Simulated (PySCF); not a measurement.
A TDDFT job was run through a driver script with this input:

```
{"job": {"kind": "uv", "xc": "wB97X-D", "basis": "def2-SVPD", "nstates": 8, "ntriplets": 3}, "charge": 0, "multiplicity": 1}
C     -2.541991    -0.094334     0.312796
C     -1.098819     0.352069     0.091436
C     -0.402756    -0.517786    -0.953165
C      1.013420    -0.048200    -1.272871
C      1.937416    -0.163788    -0.064965
C      1.495279     0.737510     1.081182
P     -0.204199     0.368574     1.733729
H     -2.572154    -1.121531     0.673378
H     -3.025948     0.540088     1.052977
H     -3.108158    -0.038044    -0.615735
H     -1.104008     1.393846    -0.257978
H     -0.368347    -1.551827    -0.597874
H     -0.999488    -0.506257    -1.870311
H      1.414025    -0.651116    -2.091365
H      0.984147     0.991380    -1.608664
H      1.957831    -1.202868     0.275057
H      2.954965     0.108460    -0.359143
H      1.495669     1.785315     0.763344
H      2.189332     0.653128     1.922714
H     -0.021366    -1.023940     1.782424
```

Output (SCF cycles cut):

```
converged SCF energy = -577.4858274469

Static polarisability (au): isotropic 93.652, principal 80.291 96.089 104.576

Singlet excitations
state   eV       nm        f      main configurations
  1   6.5329    189.8   0.06395   H->L+1 0.73, H->L+4 0.13
  2   6.6641    186.0   0.05516   H->L 0.37, H->L+2 0.32, H->L+3 0.17
  3   7.3573    168.5   0.12594   H->L 0.26, H->L+3 0.22, H->L+6 0.16
  4   7.4094    167.3   0.00220   H->L+2 0.47, H->L+3 0.36, H->L 0.09
  5   7.9140    156.7   0.03951   H->L+4 0.42, H->L+6 0.13, H->L 0.12
  6   8.0311    154.4   0.03296   H->L+5 0.27, H-1->L 0.17, H->L+6 0.10
  7   8.2322    150.6   0.06833   H-1->L 0.26, H-1->L+2 0.23, H-1->L+3 0.13
  8   8.3130    149.1   0.02865   H-1->L+1 0.75

Triplet excitations (Tamm-Dancoff, eV): 5.6025 5.6498 7.1402
```

Computed with TDDFT wB97X-D/def2-SVPD, vertical, gas phase, core orbitals frozen in the response (PySCF). Isolated species at its GFN2-xTB geometry (one conformer only).

Problem. Which orbital energies lie behind H and L?

Solution. HOMO -8.42 eV and LUMO 2.43 eV, a gap of 10.85 eV; state 1 differs from that by -4.32 eV.

Problem. How many basis functions and electrons does this run hold?

Solution. 248 basis functions for 64 electrons in 32 doubly occupied orbitals.

Problem. Give the energy of state 8 in hartree, cm⁻¹ and kJ/mol.

Solution. 0.30550 hartree, 67049 cm⁻¹, 802.1 kJ/mol.

Problem. What is the polarisability anisotropy, √(½[(α1 − α2)² + (α2 − α3)² + (α3 − α1)²])?

Solution. 21.35 au.

Problem. Give the mean polarisability in Å³.

Solution. 93.65 au × 0.148185 = 13.88 Å³.

Problem. Which species is it?

Solution. `C[C@@H]1CCCCP1` (C6H13P), point group C1.

H and L stand for HOMO and LUMO.

Note: wB97X-D ran without an empirical dispersion term, which enters the total energy and its gradient alone.
